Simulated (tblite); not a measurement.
Compound: C9H10FO (charge +1).
SMILES with atom numbers: `[CH:1]#[C:2][C@@:3]([F:4])([C:5]#[O+:6])[CH:7]1[CH2:8][CH2:9][CH2:10][CH2:11]1` (hydrogens: H12 on C1; H13 on C7; H14, H15 on C8; H16, H17 on C9; H18, H19 on C10; H20, H21 on C11)

Geometry (GFN2-xTB, Å), atoms numbered from 1 in this order:
```
atom  x, y, z in Å
C1     3.4433    0.2086   -1.1644
C2     2.5330   -0.2654   -0.5430
C3     1.3863   -0.9004    0.1250
F4     1.0118   -2.0630   -0.4528
C5     1.9335   -0.9916    1.4335
O6     2.3807   -0.7814    2.4420
C7     0.1601    0.0776    0.2695
C8    -0.4282    0.3836   -1.1150
C9    -1.8134    0.9357   -0.7577
C10   -2.1915    0.3352    0.6139
C11   -1.0084   -0.5494    1.0269
H12    4.2278    0.6392   -1.7244
H13    0.4945    1.0035    0.7463
H14   -0.5190   -0.5398   -1.6869
H15    0.1746    1.0902   -1.6810
H16   -2.5315    0.6619   -1.5272
H17   -1.7846    2.0222   -0.7006
H18   -3.1106   -0.2425    0.5638
H19   -2.3395    1.1294    1.3435
H20   -1.1675   -1.5721    0.6818
H21   -0.8603   -0.5645    2.1063
```

Computed values, GFN2-xTB/tblite, gas phase, harmonic and unscaled. Against measured fundamentals such values can be off by several per cent, at times by over 20. One conformer, not necessarily the lowest. The optimisation stopped once no atom felt more than 0.01 eV/Å.

Lowest wavenumbers of the output (negative numbers stand for imaginary wavenumbers):
```
mode    cm-1
  1     -26.0
  2      53.5
  3      78.0
  4      90.9
  5     103.3
  6     161.6
  7     202.8
  8     255.7
  9     261.8
 10     371.3
 11     445.0
 12     461.3
 13     489.9
 14     531.1
 15     573.7
```

**Question.** Is this structure a minimum?

**Answer.** Not by this Hessian. 1 mode is imaginary beyond 20i (26i cm⁻¹), so at this level the point lies at or near a first-order saddle. The curvature is small, so loose convergence or finite differences may be the whole cause.

**Question.** Which atoms move in the imaginary mode?

**Answer.** 26i: C9 (ring CH2 carbon) 18 %, C10 (ring CH2 carbon) 18 %, H16 (methylene hydrogen) 12 %, H18 (methylene hydrogen) 12 %. These are shares of the mass-weighted motion.

**Question.** What is the remedy?

**Answer.** Step along that mode in both directions, optimise again with tighter thresholds and repeat the frequencies. The zero-point energy of this point (102.8 kcal/mol) counts the 56 real modes alone, and thermal corrections from it aren't those of a minimum.
